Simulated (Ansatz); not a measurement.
Basis-set extrapolation for CH5BClNSi (`Cl[SiH2]C1BN1`) (PBE0-D4/def2-TZVP geometry, frozen core, Ansatz). Multiplicity 1, RHF reference.

```json
{"": "HF", "def2-TZVPP": "-868.436952", "def2-QZVPP": "-868.464460"}
{"": "MP2 correlation", "def2-TZVPP": "-0.776460", "def2-QZVPP": "-0.837089"}
{"": "CCSD(T) correlation", "def2-TZVPP": "-0.860919", "def2-QZVPP": "not run"}
```

Energies in hartree. Use E(X) = E(∞) + A·exp(−7.88·√X) for Hartree–Fock and E(X) = E(∞) + B·X^(−2.97) for correlation, with X = 3 and 4, and add CCSD(T) minus MP2 of the smaller set to the MP2 limit.

Problem. What is the CCSD(T) energy at the basis-set limit?

Solution. HF limit: -868.464460 + (-0.027508) × 0.13774 = -868.46825. MP2 limit: -0.837089 + (-0.060629) × 0.74074 = -0.88200. Higher-order term: -0.860919 − (-0.776460) = -0.08446. Total: -869.43471 hartree, 359.3 kJ/mol below CCSD(T)/def2-TZVPP.
